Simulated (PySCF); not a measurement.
FH₃N₂SW, SMILES [NH]=[W]([NH2])([F])=[S], multiplicity 1. Atoms are numbered in the order given.

```xyz
8

W     -0.0516    -0.0120    -0.1448
N      0.9167    -1.0111    -1.1856
H      1.6210    -1.7097    -1.4061
S      0.5823    -0.1953     1.8930
F     -1.8610    -0.4779    -0.3316
N      0.3143     1.7841    -0.7361
H      0.7964     2.0170    -1.5991
H      0.2198     2.5985    -0.1338
```
Charge 0, spin multiplicity 1.

Geometry optimised at PBE0-D3(BJ)/def2-SVP. The multiplicity is an assumed one; no other spin state was optimised. The structure was generated by enumeration; whether it is a known compound was not checked. The def2 effective core potentials stand for the cores of W; spin–orbit coupling is left out. One conformer was computed; it need not be the lowest.

All values below come from PBE0-D3(BJ)/def2-SVP (PySCF).

Frequencies are harmonic and unscaled.

```tsv
mode	ν (cm⁻¹)	IR (km/mol)	moving atoms (share of kinetic energy)
1	178	2.6	F 40 %, S 34 %, W 12 %, N 10 %
2	189	1.9	F 38 %, N 30 %, W 14 %, H 10 %
3	198	0.5	N 36 %, S 22 %, F 22 %, H 12 %, W 9 %
4	238	2.2	N 49 %, F 20 %, H 20 %
5	258	10.0	N 66 %, H 24 %
6	405	3.1	H 93 %
7	516	92.1	H 71 %, N 18 %, S 9 %
8	541	288.0	H 52 %, S 24 %, N 17 %
9	568	40.8	S 47 %, H 39 %
10	628	41.8	H 77 %, N 19 %
11	681	112.2	F 76 %, H 11 %, W 10 %
12	699	27.1	H 56 %, N 32 %, F 10 %
13	742	117.9	N 62 %, H 29 %, W 9 %
14	1034	105.0	N 84 %, W 8 %
15	1513	40.9	H 89 %, N 11 %
16	3582	138.2	H 96 %
17	3654	193.1	H 92 %
18	3689	68.3	H 91 %, N 9 %
```
